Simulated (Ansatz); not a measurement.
`[Cl][Sn]([Cl])([Cl])[SeH]` + H₂ → `[Cl][SnH]([Cl])[SeH]` + HCl  (hydrogenolysis of the Sn–Cl bond)

Calculated with Ansatz (gas phase, PBE0-D4/def2-TZVP geometries, no zero-point term in ΔE). CCSD(T)/CBS adds triple-zeta CCSD(T) − MP2 to the extrapolated MP2 energy (def2 sets, frozen cores). This one scheme is used for every species. DFT in def2-TZVPP. Elements past krypton have def2 core potentials. For Se, Sn outer-core shells are correlated without core-valence functions, which leaves a few kJ/mol of doubt a bond. Scalar relativity is left out up to krypton. One conformer a species, not always the lowest.

| species | r2SCANh energy (Eh) |
| --- | --- |
| `[Cl][Sn]([Cl])([Cl])[SeH]` | -3997.23708 |
| H₂ | -1.17097 |
| `[Cl][SnH]([Cl])[SeH]` | -3537.59825 |
| HCl | -460.78455 |

Problem. Work out ΔE.

Solution. ΔE = (-3537.59825) + (-460.78455) − (-3997.23708) − (-1.17097) = 0.02525 Eh = +15.8 kcal/mol. CCSD(T)/CBS gives +16.1 kcal/mol.

Largest T1 diagnostic among the species: 0.011.

From PBE to PBE0 (25 % exact exchange), in def2-TZVPP and without D4, ΔE moves by −0.8 kcal/mol. The D4 term adds +2.4 kcal/mol with B3LYP and +1.4 kcal/mol with PBE0; it sums over pairs of atoms, weighted by their polarisabilities, and B3LYP, whose exchange is more repulsive, gets the larger term.

B3LYP here is the variant with VWN-RPA as its local correlation; programs differ in this.
